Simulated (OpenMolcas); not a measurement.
Ru4+: moving or changing the point charges

Ru4+ among 6 point charges of -1.7 e arranged as a tetragonal octahedron (D4h), 1.97 Å from the ion, with the axial distance 2.187 Å.
```
   1.9700    0.0000    0.0000  -1.70
   0.0000    1.9700    0.0000  -1.70
  -1.9700    0.0000    0.0000  -1.70
   0.0000   -1.9700    0.0000  -1.70
   0.0000    0.0000    2.1867  -1.70
   0.0000    0.0000   -2.1867  -1.70
```

* Program: OpenMolcas
* Method: SS-CASPT2, IPEA 0.25 Eh, imaginary shift 0.1 Eh (closed shells correlated: 4s 4p)
* Basis: ANO-RCC-VDZP [6s5p3d1f]
* Scalar Hamiltonian: DKH2, point nucleus
* Active space: 4 electrons in 5 orbitals (4d)
* State averaging: 2S+1 = 5 even, 5 roots; 2S+1 = 3 even, 45 roots; 2S+1 = 1 even, 50 roots
* Spin-orbit coupling: RASSI with atomic mean-field integrals over the reference wave functions

Runs around this geometry, states (labels of D4, the rotations of D4h). Energies in cm-1 above the lowest state or level, χT in cm3 K/mol.

```tsv
R (Å)	q (e)	Axial / equatorial distance	Ground state	First state of that spin	First gap with spin-orbit (degeneracies)	χT at 300 K	First state of another spin
1.97	-0.85	1.11	5B1	5A1 2630	56 (1, 1)	1.636	3E 18500
1.8	-1.7	1.11	5B1	5A1 6850	17 (1, 1)	2.480	3E 14160
1.97	-1.7	1.11	5B1	5A1 5210	21 (1, 1)	2.241	3E 16700
2.17	-1.7	1.11	5B1	5A1 3880	33 (1, 1)	1.872	3E 18260
1.97	-1.7	1.2	5B1	5B2 7030	16 (1, 1)	2.253	3E 18030
```

Taking the first state of the same spin as R^-n, n = -ln(3880 / 6850) / ln(2.17 / 1.8) = 3.0 between the shortest and longest distance.

Scaling the charges by -0.85 / -1.7 = 0.50 scales the first state of the same spin by 2630 / 5210 = 0.50; with fixed orbitals a first-order splitting would follow the charge.

Point charges give a weaker field than real ligands, and real ions of this kind are as a rule low spin; the high spin found here belongs to the model. Free-ion shares, where given, are those of the reference states; single-state CASPT2 does not remix them. The ground term spreads over less than 5000 cm-1, several times less than with real ligands, so orbital moments are less quenched and χT lies further from the spin-only value than at real sites (holds for R = 1.97, q = -0.85, ratio = 1.11). This shell can be high or low spin here, a state of another spin lies low, and with metal d orbitals alone active their balance is uncertain, so the ground spin may be wrong (holds for R = 1.8, q = -1.7, ratio = 1.11). Point charges carry no covalency, so the field is a model and not that of real ligands. No measured value stands beside these numbers.
